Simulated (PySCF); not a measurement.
SMILES c1cn([SiH2]C2CC2)cn1, C6H10N2Si

Geometry (Å), atoms numbered from 1 in this order:
```xyz
19

C     2.726    0.739   -0.653
C     1.748   -0.079   -1.123
N     1.090   -0.588   -0.029
Si   -0.346   -1.598   -0.024
C    -1.844   -0.458   -0.062
C    -1.802    0.839   -0.829
C    -1.814    0.865    0.660
C     1.722   -0.033    1.044
N     2.695    0.756    0.711
H     3.448    1.317   -1.195
H     1.463   -0.350   -2.119
H    -0.270   -2.365    1.219
H    -0.254   -2.428   -1.225
H    -2.807   -0.956   -0.062
H    -0.884    1.110   -1.330
H    -2.691    1.145   -1.361
H    -2.712    1.189    1.165
H    -0.906    1.153    1.168
H     1.428   -0.248    2.051
```

Method used: GIAO CAM-B3LYP/MINI magnetisability, rotational g tensor and spin-rotation constants, non-relativistic, gas phase in PySCF. Geometry: GFN2-xTB.

(1) Give the nuclear spin-rotation constants along the inertial axes (H = +C I·J) beside the isotropic shieldings.

Answers

(1) Rotational constants 2.5708, 1.0024, 0.9120 GHz. A star marks the isotopologue with that one atom substituted, in its own axes.
```tsv
atom	isotope	Caa (kHz)	Cbb (kHz)	Ccc (kHz)	mean (kHz)	σ (ppm)
N3	14N	0.235	0.044	0.054	0.111	172.7
N9	14N	0.354	0.050	0.230	0.211	-11.4
H10	1H	-0.021	-0.078	-0.054	-0.051	22.9
H11	1H	-0.287	-0.127	0.056	-0.119	24.2
H12	1H	-0.312	-0.078	-0.007	-0.132	27.0
H13	1H	-0.312	-0.073	-0.012	-0.132	27.0
H14	1H	-0.088	-0.112	-0.125	-0.108	30.6
H15	1H	-0.148	-0.129	-0.093	-0.123	30.9
H16	1H	-0.157	-0.113	-0.087	-0.119	29.8
H17	1H	-0.163	-0.111	-0.086	-0.120	29.8
H18	1H	-0.142	-0.129	-0.096	-0.122	31.0
H19	1H	-0.285	-0.126	0.063	-0.116	23.7
C1	13C*	0.608	0.150	0.249	0.336	110.8
C2	13C*	0.522	0.131	0.297	0.317	111.3
Si4	29Si*	-0.487	-0.252	-0.283	-0.341	656.7
C5	13C*	-0.094	0.093	0.031	0.010	236.4
C6	13C*	-0.025	0.068	0.096	0.046	219.8
C8	13C*	0.519	0.151	0.294	0.322	107.3
```
For the geometry as given, no vibrational averaging.
